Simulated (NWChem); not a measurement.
stibine (SbH$_{3}$); SMILES [SbH3]

Results from NWChem. The geometry was optimised at PBE0-D3(BJ)/def2-TZVP (def2 core potentials past Kr). B3LYP is NWChem's, with the RPA form of VWN correlation.

**Question.** Estimate the computed values for B3LYP/3-21G, non-relativistic. Quantities: highest occupied level (eV); orbital gap (eV); dipole (D).

**Answer.** The highest occupied level (eV) is -6.96, the orbital gap (eV) is 6.98 and the dipole (D) comes out as 0.27.
